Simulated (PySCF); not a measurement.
A structure optimised at PBE-D3(BJ)/def2-SVP, used in a PySCF frequency run:

```
B
N 1 1.4068
H 2 1.0200 1 122.59
H 2 1.0200 3 114.81 1 180.00
C 1 1.5393 2 119.80 3 180.00
C 5 1.2292 2 151.95 3 180.00
H 6 1.0818 4 145.36 2 180.00
C 1 1.5393 2 119.80 3 0.00
C 8 1.2292 2 151.95 3 0.00
H 9 1.0818 3 145.36 2 180.00
```
Charge 0, spin multiplicity 1.

**Question.** Write its SMILES, formula and point group.

**Answer.** C#CB(N)C#C, C4H4BN, C2v

**Question.** What are its rotational constants (standard atomic weights)?

**Answer.** 5.6176, 2.4699, 1.7156 GHz
